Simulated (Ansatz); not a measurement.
Wavefunction ladder for C3H8BGaO

```xyz
14

C     0.548   -0.434    1.763
C    -0.706   -0.233    0.920
B    -0.404   -0.317   -0.664
Ga    1.019    1.001   -1.536
C    -1.513   -0.045   -1.610
O    -2.327    0.217   -2.364
H     0.320   -0.404    2.832
H     1.013   -1.400    1.550
H     1.296    0.337    1.562
H    -1.440   -1.000    1.185
H    -1.168    0.725    1.178
H     2.165    1.582   -0.625
H     1.056    1.288   -3.085
H     0.140   -1.317   -1.107
```

Charge 0, multiplicity 1. Correlated methods include outer-core shells of Ga, which these sets cover unevenly. Scalar relativity is left out up to krypton. The bonds changed during the relaxation, so this is another structure than the one it started from. The structure was optimised at the PBE0-D4/def2-TZVP level. It is one conformer, not always the lowest. Frozen core, restricted reference, the Gaussian-basis code of Ansatz.

| basis | HF (Eh) | MP2 corr. | CCSD corr. | (T) | CCSD(T) total |
| --- | --- | --- | --- | --- | --- |
| def2-SVP | ? | ? | ? | -0.03482 | ? |
| def2-TZVPP | -2141.11207 | -1.08227 | -1.11607 | ? | ? |
| def2-QZVPP | -2141.16240 | -1.38531 | – | – | – |

**Question.** Fill in the withheld values. (Best estimate.)

**Answer.** Ansatz gave: def2-SVP HF (Eh): -2140.61367; def2-SVP MP2 corr.: -0.91296; def2-SVP CCSD corr.: -0.95349; def2-SVP CCSD(T) total: -2141.60198; def2-TZVPP (T): -0.05041; def2-TZVPP CCSD(T) total: -2142.27855.
